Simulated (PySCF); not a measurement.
A structure optimised at B3LYP-D3(BJ)/def2-SVP, used in a PySCF frequency run:

```
Si
O 1 1.6791
H 2 0.9640 1 116.52
H 1 1.4860 2 105.19 3 -159.91
C 1 1.9119 4 111.41 2 122.67
H 5 1.1050 1 110.65 4 -99.26
H 5 1.1069 6 105.15 1 -118.30
C 5 1.5141 6 110.84 7 -118.37
C 8 1.3496 5 124.41 6 -135.58
H 9 1.0961 8 118.46 5 -178.87
H 8 1.0994 9 119.30 10 0.11
Si 9 1.8841 10 123.63 8 -179.88
H 12 1.4948 9 112.62 10 68.47
H 12 1.4963 13 107.57 9 124.17
```

Write its SMILES and formula.

O[Si@@H]1CC=C[SiH2]1, C3H8OSi2

What are its rotational constants (standard atomic weights)?

3.1395, 2.0592, 1.4588 GHz
